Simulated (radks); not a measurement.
Values are calculated unless marked as measured or tabulated.
All-electron atom: Tb III in [Xe] 4f9.

Level of theory: non-relativistic Kohn-Sham, LB94 model potential, spin-polarised, spherical densities, point nucleus; open shells are filled with parallel spins first (spin-orbit coupling, left out, can overturn this in heavy ions); relativity is left out, which matters for an element this heavy (a radial shooting solver on a logarithmic mesh with Libxc functionals).

Energy parts (Ry):
part                   energy
kinetic            22508.4777
electron-nucleus  -53362.1275
Hartree             8887.7392
(The LB94 potential has no energy functional, so no total or exchange-correlation energy is given.)

Orbitals (lengths in bohr, moments of r in powers of bohr):
orbital  occ.  eigenvalue (Ry)   <1/r>
1s up       1        -3587.115   64.50
1s down     1        -3587.114   64.50
2s up       1        -574.9224   15.01
2s down     1        -574.9278   15.01
2p up       3        -547.9485   15.05
2p down     3        -547.9519   15.05
3s up       1        -128.4152   5.668
3s down     1        -128.4123   5.671
3p up       3        -116.2231   5.616
3p down     3        -116.2221   5.618
3d up       5        -93.43087   5.524
3d down     5        -93.43487   5.526
4s up       1        -25.97344   2.405
4s down     1        -25.74010   2.403
4p up       3        -21.19703   2.314
4p down     3        -20.96540   2.312
4d up       5        -12.65754   2.111
4d down     5        -12.42979   2.110
4f up       7         -2.20621   1.596
4f down     2         -2.00065   1.586
5s up       1         -4.58420  0.9320
5s down     1         -4.41721  0.9207
5p up       3         -3.30504  0.8177
5p down     3         -3.16526  0.8018
5d up       0         -1.55280  0.5480
5d down     0         -1.48625  0.5260
6s up       0         -1.43705  0.3809
6s down     0         -1.41149  0.3766

The highest occupied level is 4f down at -27.220 eV. Summed over all electrons, <r^2> = 39.04 bohr^2, which gives a Langevin (diamagnetic) susceptibility term of -30.9 x 10^-6 cm^3/mol. For comparison, the ionisation energy in NIST's Atomic Spectra Database is 21.82 eV (semi-empirical). In exact Kohn-Sham theory the highest level is minus the ionisation energy, but local and semilocal functionals leave it too shallow, through self-interaction and a potential that decays too fast; potentials with the right tail come closer. The electron density at the nucleus is 1.957e+05 e/bohr^3. The spin density at the nucleus is 1.517 e/bohr^3 (1s -0.002, 2s 0.162, 3s -1.570, 4s 0.826, 5s 2.101). Spin moment in Bohr magnetons: 5. The density falls to 0.001 e/bohr^3 at r = 3.42 bohr.
